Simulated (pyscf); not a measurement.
Thermochemistry of product channels of H₂Si=Se + H₂Se on the singlet surface, in kJ/mol, from CCSD(T)/def2-TZVPP + ΔMP2(QZVPP) energies (ideal gas, 1 atm, RRHO with modes under 100 cm⁻¹ raised to 100, one conformer, R ln 2 for chiral ones without a mode under 150 cm⁻¹). PySCF, gas phase, ωB97X-D3(BJ)/def2-SVP geometries. MP2 and CC: frozen core, UHF for open shells. ΔMP2 is the change of the MP2 total energy from the triple- to the quadruple-zeta basis.

```json
[
 {"products": "H₃Si–Se–SeH", "ΔE": "-99.8", "ΔH(298 K)": "-92.0", "ΔG(298 K)": "-50.5", "ΔG(1200 K)": "+66.6"},
 {"products": "HSe–SiH₂–SeH", "ΔE": "-162.9", "ΔH(298 K)": "-155.5", "ΔG(298 K)": "-112.8", "ΔG(1200 K)": "+6.6"}
]
```

The channel to H₃Si–Se–SeH turns unfavourable between 298 and 1200 K (ΔG from -50.5 kJ/mol to +66.6 kJ/mol).

These are energies of the channels, which say nothing of barriers. The CCSD(T) − MP2 part came from Ansatz, without density fitting, on the same reference. The frozen core leaves the outer d or s,p core shells of the metals and heavy elements correlated in the MP2 and CC values, and def2-TZVPP describes them poorly, which can shift differences by a few kcal/mol. Elements up to Kr have no core potential and no relativistic terms here.
